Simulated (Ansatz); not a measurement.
Geometry optimisation, UKS PBE-D4/def2-SVP (Ansatz).

Input:

```yaml
crystal:
  periodic: [false, false, false]
  atoms:
    - { symbol: Zn, position_ang: [1.253372, -0.792314, 0.137882] }
    - { symbol: H, position_ang: [1.873971, -1.735665, 1.187026] }
    - { symbol: C, position_ang: [0.400369, 0.432672, -1.11991] }
    - { symbol: C, position_ang: [-0.750265, 1.202793, -0.454973] }
    - { symbol: H, position_ang: [0.250795, -2.14349, 2.124275] }
    - { symbol: Cl, position_ang: [-1.028968, -2.17804, 2.456711] }
    - { symbol: H, position_ang: [0.028535, -0.15579, -1.988245] }
    - { symbol: H, position_ang: [1.161737, 1.131796, -1.531757] }
    - { symbol: H, position_ang: [-1.513939, 0.522075, -0.021931] }
    - { symbol: H, position_ang: [-1.282485, 1.871737, -1.16725] }
    - { symbol: H, position_ang: [-0.393121, 1.844125, 0.378071] }
magnetization:
  spin_polarized: true
basis:
  gaussian: { orbitals: def2-SVP }
hamiltonian:
  xc: pbe
  dispersion: d4
relax:
  f_tol: 0.03
  max_steps: 50
```

Command:

```bash
$ ansatz run input.yaml --threads 4 --pin off --max-ram 5120MiB --backend cpu --events-out ev --progress --plain --runs-dir out
```

**Question.** Where does it end, and by what steps?

**Answer.** The run converged. After 7 steps the energy has fallen by 0.071 eV; Cl6 moved furthest, 0.50 Å.

| step | energy less start (eV) | largest force component (eV/Å) | accepted |
| --- | --- | --- | --- |
| 0 | 0.0000 | 0.293 | yes |
| 1 | -0.0415 | 0.146 | yes |
| 2 | -0.0544 | 0.418 | yes |
| 3 | -0.0661 | 0.189 | yes |
| 4 | -0.0683 | 0.095 | yes |
| 5 | -0.0697 | 0.096 | yes |
| 6 | -0.0706 | 0.037 | yes |
| 7 | -0.0708 | 0.014 | yes |

```xyz
11
Properties=species:S:1:pos:R:3
Zn 1.174 -0.873 0.239
H 1.900 -1.879 1.226
C 0.367 0.381 -1.021
C -0.794 1.192 -0.431
H 0.399 -2.076 1.980
Cl -0.904 -1.825 2.122
H 0.022 -0.210 -1.899
H 1.164 1.054 -1.408
H -1.593 0.537 -0.023
H -1.269 1.854 -1.188
H -0.465 1.846 0.404
```

Run time: 31 s on 4 threads of Arm Neoverse N1, with other jobs on the host, peak memory 0.2 GiB.
